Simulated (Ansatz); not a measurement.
Relaxation of ClF4H2OW (9 atoms, charge 0, multiplicity 2), to a largest force component of 0.03 eV/Å in at most 50 steps.

Method: Ansatz, UHF/def2-SVP.

```xyz
9
Properties=species:S:1:pos:R:3
W -0.023 -0.117 0.038
H -0.121 0.691 2.833
F 1.782 -0.096 0.365
F -0.022 1.764 0.215
F -1.847 -0.092 0.221
Cl -0.034 -2.469 0.100
F 0.046 -0.029 -1.803
O -0.109 -0.099 2.264
H -0.186 -0.893 2.785
```

Question: Where does it end, and by what steps?

Answer: The run converged. After 3 steps the energy has fallen by 0.026 eV; H2 moved furthest, 0.07 Å.

| step | energy less start (eV) | largest force component (eV/Å) | accepted |
| --- | --- | --- | --- |
| 0 | 0.0000 | 1.008 | yes |
| 1 | -0.0225 | 0.294 | yes |
| 2 | -0.0256 | 0.046 | yes |
| 3 | -0.0260 | 0.026 | yes |

```xyz
9
Properties=species:S:1:pos:R:3
W -0.023 -0.113 0.052
H -0.145 0.673 2.770
F 1.786 -0.093 0.363
F -0.021 1.768 0.234
F -1.850 -0.074 0.223
Cl -0.039 -2.464 0.137
F 0.047 -0.025 -1.788
O -0.109 -0.117 2.242
H -0.161 -0.896 2.785
```

Whether the end is a true minimum wasn't checked by a vibrational analysis.

Time of the run: 27 s on 4 threads of Arm Neoverse V1 (shared host), peak memory 0.47 GiB.
